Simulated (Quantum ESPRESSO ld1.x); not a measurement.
Task: Successive ionisation energies (eV) of one element, from differences of total energies of ions in their ground configurations, starting at charge 24: 1165.0, 1363.7, 1424.0, 1483.7, 1561.6, 1624.5, 1686.9, 1836.8, 1903.7. All-electron calculation, scalar-relativistic Kohn-Sham, LDA (Slater exchange, VWN5 correlation), spin-polarised, spherical densities, point nucleus; open shells are filled with parallel spins first. Program: ld1.x of Quantum ESPRESSO 7.5. Which element is it?

Result: Technetium (Z = 43). The first species listed is Tc24+ in [Ar] 3d1, the last Tc32+ in [Ne] 3s1.
